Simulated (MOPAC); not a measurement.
Input file for MOPAC: PM7 on BN+, 2S+1 = 4, a spin state set in the input, which need not be the lowest, a point of a bond scan (R = 1.521 Å). Charge +1.

```
PM7 1SCF PRECISE CHARGE=1 UHF MS=1.5 THREADS=1
BN

B      0.00000000 1     0.00000000 1     0.00000000 1
N      0.00000000 1     0.00000000 1     1.52116700 1
```

The log:

```
*******************************************************************************
 **                                                                           **
 **                              MOPAC v23.2.5                                **
 **                                                                           **
 *******************************************************************************
 ** MOPAC's Digital Object Identifier: https://doi.org/10.5281/zenodo.6511958 **
 **                                                                           **
 ** Please cite the open-source release paper for use of this MOPAC version:  **
 ** J. E. Moussa and J. J. P. Stewart (2026)                                  **
 ** MOPAC: An open-source semiempirical molecular orbital program             **
 ** J. Open Source Softw., 11(119), 8025, https://doi.org/10.21105/joss.08025 **
 *******************************************************************************

                              PM7 CALCULATION RESULTS

 *******************************************************************************
 *  PM7        - The PM7 Hamiltonian to be used
 *  UHF        - UNRESTRICTED HARTREE-FOCK CALCULATION
 *
 *
 *
 *                 CHARGE ON SYSTEM = +1
 *
 *
 *
 *  MS=        - IN MECI, MAGNETIC COMPONENT OF SPIN =  1.5
 *  PRECISE    - TIGHTER CRITERIA TO BE USED
 *  1SCF       - DO 1 SCF AND THEN STOP
 *  THREADS=1  - MULTI-THREADING NOT USED
 *  T=         - A TIME OF 172800.0 SECONDS REQUESTED
 *  DUMP=N     - RESTART FILE WRITTEN EVERY 7200.0 SECONDS REQUESTED
 *******************************************************************************
PM7 1SCF PRECISE CHARGE=1 UHF MS=1.5 THREADS=1
 BN

   ATOM   CHEMICAL          X               Y               Z
  NUMBER   SYMBOL      (ANGSTROMS)     (ANGSTROMS)     (ANGSTROMS)

     1       B          0.00000000  *   0.00000000  *   0.00000000  *
     2       N          0.00000000  *   0.00000000  *   1.52116700  *



          CARTESIAN COORDINATES

    NO.       ATOM           X           Y           Z

     1         B          0.0000      0.0000      0.0000
     2         N          0.0000      0.0000      1.5212

 General Reference for PM7:
 "Optimization of Parameters for Semiempirical Methods VI: More Modifications to the
 NDDO Approximations and Re-optimization of Parameters", J. J. P. Stewart, J. Mol. Mod., 1:32, 19 (2013)
 https://link.springer.com/article/10.1007/s00894-012-1667-x

           Empirical Formula: N B  =     2 atoms



      MOLECULAR POINT GROUP   :   C*v


          UHF CALCULATION, NO. OF ALPHA ELECTRONS =    5
                           NO. OF BETA  ELECTRONS =    2

 -------------------------------------------------------------------------------
 PM7 1SCF PRECISE CHARGE=1 UHF MS=1.5 THREADS=1
 BN



     1SCF WAS SPECIFIED, SO BFGS WAS NOT USED
     SCF FIELD WAS ACHIEVED


                              PM7 CALCULATION
                                                       MOPAC v23.2.5 Linux




          FINAL HEAT OF FORMATION =        413.10651 KCAL/MOL =    1728.43764 KJ/MOL


          COSMO AREA              =         66.10 SQUARE ANGSTROMS
          COSMO VOLUME            =         48.42 CUBIC ANGSTROMS

          IONIZATION POTENTIAL    =         14.844677 EV
          ALPHA SOMO LUMO (EV)    =        -14.845 -8.829
          BETA  SOMO LUMO (EV)    =        -17.813-10.484
          NO. OF ALPHA ELECTRONS  =          5
          NO. OF BETA  ELECTRONS  =          2
          MOLECULAR WEIGHT        =         24.8167         POINT GROUP:  C*v

          MOLECULAR DIMENSIONS (Angstroms)

            Atom       Atom       Distance
            N     2    B     1     1.52117
            N     2    B     1     0.00000
            B     1    N     2     0.00000


          SCF CALCULATIONS        =          1





   ATOM   CHEMICAL          X               Y               Z
  NUMBER   SYMBOL      (ANGSTROMS)     (ANGSTROMS)     (ANGSTROMS)

     1       B          0.00000000  *   0.00000000  *   0.00000000  *
     2       N          0.00000000  *   0.00000000  *   1.52116700  *

                             CARTESIAN COORDINATES

   1    B        0.000000000     0.000000000     0.000000000
   2    N        0.000000000     0.000000000     1.521167000


           Empirical Formula: N B  =     2 atoms



      MOLECULAR POINT GROUP   :   C*v


          ALPHA EIGENVALUES
 -36.52806 -19.85782 -19.55906 -19.09511 -14.84468  -8.82892  -7.90916  -4.58713


           BETA EIGENVALUES
 -31.49587 -17.81250 -10.48366  -9.74026  -8.34244  -5.19814  -5.10168  -3.44327


              NET ATOMIC CHARGES AND DIPOLE CONTRIBUTIONS

  ATOM NO.   TYPE          CHARGE      No. of ELECS.   s-Pop       p-Pop
    1          B           0.969417        2.0306     0.50899     1.52160
    2          N           0.030583        4.9694     1.92021     3.04921
 DIPOLE           X         Y         Z       TOTAL
 POINT-CHG.     0.000     0.000    -3.900     3.900
 HYBRID        -0.000     0.000    -2.966     2.966
 SUM           -0.000     0.000    -6.866     6.866


          ATOMIC ORBITAL ELECTRON POPULATIONS

     Atom    s        px        py        pz
    1  B   0.50899   1.00000   0.11244   0.40916
    2  N   1.92021   1.00000   0.88756   1.16165


                    (SZ)    =    1.500000
                    (S**2)  =    3.763095


          ATOMIC ORBITAL SPIN POPULATIONS

    Atom   Total    s     px     py     pz
         Atomic
    1  B  1.0178 -0.011  1.000  0.112 -0.084
    2  N  1.9822  0.010  1.000  0.888  0.085

 **********************
 *                    *
 * JOB ENDED NORMALLY *
 *                    *
 **********************




 == MOPAC DONE ==
```

The run finished.

Cost: roughly 0.03 core-seconds.
